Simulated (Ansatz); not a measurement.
Cost and result for the atomization energy of B2FH6NSi, SMILES `BN(B)[SiH2]F` (11 atoms, 10 bonds).

```xyz
11

B    -0.878    0.729   -1.105
N    -0.252   -0.084   -0.108
B    -0.973   -1.134    0.542
Si    1.391    0.264    0.378
F     1.368    1.329    1.566
H    -2.005    0.498   -1.425
H    -0.261    1.628   -1.601
H    -0.435   -1.770    1.402
H    -2.099   -1.359    0.215
H     2.023   -0.969    0.890
H     2.122    0.868   -0.754
```

Total charge 0; spin multiplicity 1. The geometry is a stationary point of PBE0-D4/def2-TZVP. It is one conformer, not always the lowest. Program: Ansatz. All runs use 4 threads of an Arm Neoverse V2 on a shared host. Times are those of one run each, without the atoms' runs, and a repeat can differ threefold. Electronic energies, without spin–orbit coupling; frozen cores. CCSD(T)/CBS adds CCSD(T) − MP2 in def2-TZVPP to the MP2 limit, and its time is that of the two runs behind it. T1 = 0.012. B3LYP takes the VWN-RPA correlation (the form of Gaussian; ORCA's B3LYP/G). HSE06 is the plane-wave form, built on full-range PBE exchange.

CCSD(T)/CBS is a level of theory with its own doubt, some kJ/mol a heavy atom from the limit and from the frozen cores, so smaller differences don't rank the functionals.

```tsv
level	functions	wall time	atomization (kcal/mol)	difference from CCSD(T)/CBS	per bond
PBE-D4/def2-TZVPP (with forces)	250	2.2 s	980.5	7.7	0.8
PBE0-D4/def2-TZVPP	250	2.7 s	969.9	-2.9	-0.3
BHLYP-D4/def2-TZVPP	250	2.8 s	961.3	-11.5	-1.2
HSE06-D4/def2-TZVPP	250	2.9 s	970.4	-2.4	-0.2
B3LYP-D4/def2-TZVPP (with forces)	250	4.2 s	979.2	6.4	0.6
CCSD(T)/def2-SVP	104	4.2 s	916.8	-56.0	-5.6
r2SCAN-D4/def2-TZVPP (with forces)	250	4.4 s	975.9	3.1	0.3
r2SCANh-D4/def2-TZVPP	250	4.6 s	971.3	-1.5	-0.2
B2PLYP/def2-TZVPP	250	4.7 s	969.2	-3.6	-0.4
PBE-QIDH/def2-TZVPP	250	5.5 s	967.6	-5.2	-0.5
MP2/def2-QZVPP	478	21 s	980.3	7.5	0.7
CCSD(T)/def2-TZVPP	250	2.1 min	948.7	-24.1	-2.4
CCSD(T)/CBS(def2)	–	2.4 min	972.8	0.0	0.0
```

At CCSD(T), def2-SVP lies −56.0 kcal/mol from the extrapolated value and def2-TZVPP −24.2 kcal/mol: correlation converges slowly with the basis, and small sets miss more of it in the bonded molecule than in its fragments. In def2-TZVPP, CCSD(T) changes the Hartree–Fock value by +197.2 kcal/mol (the triples alone add +10.8 kcal/mol) and MP2 by +214.2 kcal/mol; breaking electron pairs costs correlation energy, which Hartree–Fock lacks. The D4 term adds +8.4 kcal/mol with B3LYP and +4.4 kcal/mol with PBE0; it sums over pairs of atoms, weighted by their polarisabilities, and B3LYP, whose exchange is more repulsive, gets the larger term.
